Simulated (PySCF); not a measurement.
Isomers of C5H14P2, from PBE0-D3(BJ)/def2-SVP geometry optimisation, gas phase (PySCF 2.14.0). One conformer each, no zero-point energy, no frequencies.

Question: Which is lower in electronic energy at this level?
A. `[CH3:1][CH:2]([CH3:3])[CH2:4][PH:5][CH2:6][PH2:7]` with C1–C2–C4–P5 173°, C2–C4–P5–C6 -178°, C4–P5–C6–P7 -167°, P5–C6–P7–H 51° and -43°: A = 5316, B = 587.2, C = 553.2 MHz, dipole 1.65 D
B. `[CH3:1][P:2]([PH2:3])[C:4]([CH3:5])([CH3:6])[CH3:7]` with C1–P2–P3–H -62° and -155°: A = 2238, B = 1357, C = 1124 MHz, dipole 0.93 D

Answer: B. That is `CP(P)C(C)(C)C`, 10.7 kcal/mol below the other.

```json
{"SMILES": "CP(P)C(C)(C)C", "mapped SMILES": "[CH3:1][P:2]([PH2:3])[C:4]([CH3:5])([CH3:6])[CH3:7]", "E (Eh)": "-880.83297", "relative (kcal/mol)": "0.0", "relative (kJ/mol)": "0.0", "dipole (D)": "0.93"}
{"SMILES": "CC(C)CPCP", "mapped SMILES": "[CH3:1][CH:2]([CH3:3])[CH2:4][PH:5][CH2:6][PH2:7]", "E (Eh)": "-880.81585", "relative (kcal/mol)": "10.7", "relative (kJ/mol)": "44.9", "dipole (D)": "1.65"}
```
